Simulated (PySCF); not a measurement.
A species of formula C6H5FO2 has this rotational fingerprint, computed with wB97X-D/def2-SVPD in PySCF (dipole) on a GFN2-xTB geometry, gas phase:

```
Rotational constants : A = 3451, B = 941.6, C = 743.1 MHz
Dipole components    : |μa| = 1.94 D, |μb| = 0.61 D, |μc| = 0.00 D
Inertial defect      : -3.05 u·Å²
κ                    : -0.85
```

Question: Which structure is it? (One computed conformer of each.)
A. `[CH3:1][c:2]1[cH:3][cH:4][o:5][c:6]1[C:7](=[O:8])[F:9]` with O5–C6–C7–O8 180°
B. `[CH3:1]/[C:2](=[CH:3]\[CH:4]=[O:5])[C:6]([F:7])=[C:8]=[O:9]` with C2–C3–C4–O5 -1°, C1–C2–C6–F7 180°

Answer: B. It is C/C(=C\C=O)C(F)=C=O, an asymmetric top. The candidates at the same level (rigid rotor, commonest isotopes):

```csv
SMILES,A (MHz),B (MHz),C (MHz),μa (D),μb (D),μc (D),Δ (u·Å²),point group,rotor
Cc1ccoc1C(=O)F,2653,1569,992.1,4.66,0.09,0.04,-3.12,–,asymmetric top
C/C(=C\C=O)C(F)=C=O,3451,941.6,743.1,1.94,0.61,0.00,-3.05,near Cs,asymmetric top
```

`Cc1ccoc1C(=O)F` has B 67 % too high. No structure here is proved a minimum.
